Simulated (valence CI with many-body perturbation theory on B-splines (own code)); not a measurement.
## Forbidden lines of Dy³³⁺

Method: relativistic CI+MBPT: five valence electrons over a frozen Dirac-Fock core [Ar] 3d10, a basis of 9 s, 9 p, 8 d, 6 f, 3 g, 1 h functions for each j, with the one-electron correlation potential Σ1, the two-electron term Σ2, the three-electron term Σ3, Breit, model QED; selected CI, second order for the rest (own B-spline code, finite nucleus).

No measured spectrum was set against this ion. As an estimate, large intervals hold to a few tenths of a per cent, small ones and those within an open d or f shell to about a per cent. Among the levels kept, up to 270 cm⁻¹ of a level comes from second order outside the variational space, and about a tenth of that is noise between levels of different J, which matters for small intervals.

Lines 1 to 19 of 19 in falling wavelength, among levels below 2158400 cm⁻¹, chosen from the decays that carry over 1 % of a level's rate. Wavelengths and rates use the calculated energies. Electric multipoles are in the length gauge, E1 and E2 with the static RPA response of the core. S is in atomic units (e²a₀⁴ for E2 and M2, e²a₀⁶ for E3), for M1 in squared Bohr magnetons. Weak lines are less certain than strong ones. Lines between different terms over intervals too small for the method are left out, as are lines whose strength nearly cancels.

Levels are named by their leading jj configuration (3d3/2^4 stands for four electrons in 3d with j = 3/2), which in mixed levels can hold well under half, so a name can repeat and another be missing. Letters in brackets count levels of one name in rising energy.

```
λ vac (Å)                           Upper                               Lower  Type   A (s⁻¹)  S (a.u.)
     2510  (4s^2 4p1/2 4p3/2 4d5/2) J=9/2  (4s^2 4p1/2 4p3/2 4d5/2) J=7/2 [a]    M1  2.87e+02  1.68e+00
     1098  (4s^2 4p1/2 4p3/2 4d5/2) J=9/2      (4s^2 4p1/2 4p3/2 4d3/2) J=7/2    M1  9.15e+03  4.49e+00
    323.6      (4s^2 4p3/2^2 4d5/2) J=9/2  (4s^2 4p1/2 4p3/2 4d5/2) J=7/2 [b]    M1  2.63e+05  3.30e+00
    283.0  (4s^2 4p1/2 4p3/2 4d5/2) J=9/2          (4s^2 4p1/2^2 4d5/2) J=5/2    E2  5.10e+03  8.27e-02
    269.0      (4s^2 4p1/2 4p3/2^2) J=3/2          (4s^2 4p1/2^2 4p3/2) J=3/2    M1  1.03e+06  2.97e+00
    264.6            (4s^2 4p3/2^3) J=3/2          (4s^2 4p1/2 4p3/2^2) J=1/2    M1  2.61e+05  7.17e-01
    254.4      (4s^2 4p3/2^2 4d5/2) J=9/2      (4s^2 4p1/2 4p3/2 4d5/2) J=9/2    M1  4.88e+05  2.98e+00
    244.7      (4s^2 4p1/2 4p3/2^2) J=5/2          (4s^2 4p1/2^2 4p3/2) J=3/2    M1  1.86e+05  6.07e-01
    244.7      (4s^2 4p1/2 4p3/2^2) J=5/2          (4s^2 4p1/2^2 4p3/2) J=3/2    E2  2.03e+04  9.55e-02
    235.6            (4s^2 4p3/2^3) J=3/2          (4s^2 4p1/2 4p3/2^2) J=5/2    M1  3.51e+05  6.81e-01
    235.6            (4s^2 4p3/2^3) J=3/2          (4s^2 4p1/2 4p3/2^2) J=5/2    E2  4.38e+04  1.14e-01
    231.0      (4s^2 4p3/2^2 4d5/2) J=9/2  (4s^2 4p1/2 4p3/2 4d5/2) J=7/2 [a]    M1  4.12e+05  1.88e+00
    219.7      (4s^2 4p1/2 4p3/2^2) J=1/2          (4s^2 4p1/2^2 4p3/2) J=3/2    M1  7.55e+05  5.94e-01
    219.7      (4s^2 4p1/2 4p3/2^2) J=1/2          (4s^2 4p1/2^2 4p3/2) J=3/2    E2  2.44e+04  2.23e-02
    216.8            (4s^2 4p3/2^3) J=3/2          (4s^2 4p1/2 4p3/2^2) J=3/2    M1  1.53e+06  2.31e+00
    206.6      (4s^2 4p3/2^2 4d5/2) J=9/2      (4s^2 4p1/2 4p3/2 4d3/2) J=7/2    M1  3.70e+04  1.21e-01
    190.8  (4s^2 4p1/2 4p3/2 4d5/2) J=9/2          (4s 4p1/2^2 4p3/2^2) J=5/2    E2  2.29e+03  5.18e-03
    109.0      (4s^2 4p3/2^2 4d5/2) J=9/2          (4s 4p1/2^2 4p3/2^2) J=5/2    E2  1.58e+04  2.18e-03
    90.80  (4s^2 4p1/2 4p3/2 4d5/2) J=9/2          (4s^2 4p1/2 4p3/2^2) J=5/2    M2  2.90e+03  1.60e-04
```
